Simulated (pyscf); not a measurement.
Structures and frequencies: ωB97X-D3(BJ)/def2-SVP in PySCF. Correlated levels are frozen-core, on RHF or UHF. ΔMP2 is the change of the MP2 total energy from the triple- to the quadruple-zeta basis. Singlets are restricted, triplets unrestricted.

Singlet (Å):
```xyz
4

S     -0.4930     1.0056    -1.4420
Sn     1.7396     0.7738    -0.5424
Cl     1.0378    -0.2923     1.4733
H     -1.0720     0.4205    -0.3748
```

Triplet (Å):
```xyz
4

S      1.1075    -1.2646    -0.5317
Sn     0.3170     0.7378    -1.6553
Cl    -0.8278     2.3745    -0.3822
H     -0.0019    -1.9992    -0.7572
```

### Question
For these two minima of `[SH][Sn][Cl]`, which spin state lies lower at CCSD(T)/def2-TZVPP + ΔMP2(QZVPP), and by how much (electronic energies)?

### Answer
The singlet, by 239.1 kJ/mol. Zero-point energy shifts E(triplet) − E(singlet) by -1.0 kJ/mol. Other isomers of HS–Sn:–Cl [singlet] were not searched in full and may lie lower. 

E(triplet) − E(singlet) by level (kJ/mol):

| level | gap |
|---|---|
| ωB97X-D3(BJ)/def2-TZVP | +242.4 |
| PBE/def2-TZVP | +227.2 |
| r²SCAN/def2-TZVP | +218.0 |
| B3LYP-D3(BJ)/def2-TZVP | +235.8 |
| PBE0-D3(BJ)/def2-TZVP | +223.7 |
| M06-2X/def2-TZVP | +203.6 |
| ωB97M-D3(BJ)/def2-TZVP | +235.6 |
| HF/def2-TZVP | +168.2 |
| MP2/def2-QZVPP | +253.2 |
| CCSD/def2-TZVPP | +226.6 |
| CCSD(T)/def2-TZVPP | +229.9 |
| CCSD(T)/def2-TZVPP + ΔMP2(QZVPP) | +239.1 |

The triplet is the lowest one reached from the SCF start used. The CCSD(T) − MP2 part came from Ansatz, without density fitting, on the same reference. The frozen core leaves the outer d or s,p core shells of the metals and heavy elements correlated in the MP2 and CC values, and def2-TZVPP describes them poorly, which can shift differences by a few kcal/mol. Elements past Kr carry the def2 core potentials, without spin-orbit coupling.
